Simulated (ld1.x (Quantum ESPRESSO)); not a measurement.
Scattering properties, TM potential for Ga

```
Element                 : Ga
Generator               : ld1.x (Quantum ESPRESSO) 7.5
Type                    : norm-conserving Troullier–Martins (Kleinman–Bylander form)
Functional              : BLYP
Relativity              : scalar-relativistic
Frozen core             : [Ar]
Valence charge          : 13
Reference configuration : 3d10 4s1.5 4p1.5
Partial waves           : 4p (bound): rc 2.30 bohr; 3d (bound): rc 1.00 bohr; 4s (bound): rc 1.95 bohr
Local potential         : the s channel
Core correction         : a·sin(br)/r model core, default radius (core density twice the valence density)
```

The phase is arctan(r·u′/u) with u = r·R(r), unwrapped; energies in Ry, scanned from -3 to 5 Ry. A pole is an energy at which the radial function vanishes at the test radius. The pseudo phase is shifted by a multiple of π to meet the all-electron one at the reference energy, and phase errors are pseudo minus all-electron; the curves can meet again beyond the range given. Levels narrower than the energy grid can be missing from the lists of poles.

Problem. For each channel, where are the poles, and over which energies does the pseudopotential scatter like the atom?

Solution.

```csv
channel,radius (bohr),reference energy (Ry),"poles, all-electron","poles, pseudo",unbroken range about the reference energy with phases within 0.05 rad,phase error 1 Ry above the reference energy (rad)
s,2.52,-0.70,0.59,0.57,below 2.6,-0.003
p,2.52,-0.21,1.73,1.73,below 4.7,-0.001
d,2.52,-1.47,"-1.43, 3.79","-1.43, 4.75",below 0.4,+0.011
```

Phases in the p channel:

```csv
E (Ry),all-electron,pseudo
-3.00,1.312,1.311
-2.52,1.280,1.280
-2.04,1.236,1.235
-1.56,1.164,1.163
-1.08,1.029,1.029
-0.60,0.698,0.698
-0.12,-0.263,-0.263
0.36,-1.097,-1.097
0.84,-1.377,-1.378
1.32,-1.503,-1.504
1.80,-1.580,-1.581
2.28,-1.638,-1.638
2.76,-1.691,-1.691
3.24,-1.748,-1.747
3.72,-1.822,-1.817
4.20,-1.937,-1.923
4.68,-2.168,-2.119
```
